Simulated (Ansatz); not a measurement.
Geometry optimisation, UKS BLYP/6-31G* in Ansatz.

The input (input.yaml):

```yaml
crystal:
  periodic: [false, false, false]
  atoms:
    - { symbol: Al, position_ang: [0.0, 0.0, 0.0] }
    - { symbol: H, position_ang: [0.0, 0.0, 1.81] }
    - { symbol: Cl, position_ang: [1.9312, 0.0, -1.115] }
    - { symbol: Cl, position_ang: [-1.9312, 0.0, -1.115] }
    - { symbol: O, position_ang: [0.0, 0.0, 3.12] }
    - { symbol: H, position_ang: [-0.5144, -0.8011, 3.4571] }
magnetization:
  spin_polarized: true
  initial_magnetization: 1
basis:
  gaussian: { orbitals: "6-31G*" }
hamiltonian:
  xc: blyp
relax:
  f_tol: 0.15
  max_steps: 25
  restrain:
    - { distance: [1, 4], at: 2.21, k: 30.0 }
    - { distance: [0, 1], at: 1.56, k: 30.0 }
```

Command:

```bash
$ ansatz run input.yaml --threads 2 --pin off --max-ram 3072MiB --backend cpu --events-out ev --progress --plain --runs-dir out
```

Problem. Where does it end, and by what steps?

Solution. The run converged. The restraints hold the end off the free minimum. After 4 steps the energy has risen by 0.398 eV (the restraints' own energy left out); O5 moved furthest, 0.51 Å.

| step | energy less start (eV) | largest force component (eV/Å) | accepted |
| --- | --- | --- | --- |
| 0 | 0.0000 | 2.201 | yes |
| 1 | 0.3246 | 1.176 | yes |
| 2 | 0.4297 | 1.575 | yes |
| 3 | 0.4018 | 0.526 | yes |
| 4 | 0.3979 | 0.396 | yes |

```xyz
6
Properties=species:S:1:pos:R:3
Al 0.008 0.012 -0.138
H -0.002 -0.033 1.428
Cl 1.834 0.015 -1.203
Cl -1.821 0.020 -1.203
O -0.011 0.019 3.631
H -0.523 -0.834 3.642
```

Whether the end is a true minimum wasn't checked by a vibrational analysis.

Time of the run: 22 s on 2 threads of Arm Neoverse V1, with other jobs on the host, peak memory 0.18 GiB.
